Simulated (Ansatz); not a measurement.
`BCC(F)Cl`, charge 0, multiplicity 1.

Task: Give a relaxed structure at PBE0-D4/def2-TZVP (Ansatz). (Estimate.)

Result: Ansatz gave: 
Z-matrix (Å, degrees):
```
C
C 1 1.501
B 1 1.557 2 115.2
H 1 1.102 2 109.1 3 117.7
H 1 1.095 2 110.0 3 -128.3
Cl 2 1.785 1 112.2 3 -176.1
F 2 1.365 1 109.6 3 63.9
H 2 1.091 1 113.1 3 -56.4
H 3 1.196 1 121.4 2 15.2
H 3 1.195 1 119.2 2 -168.0
```
This is one stationary point; other conformers may exist.
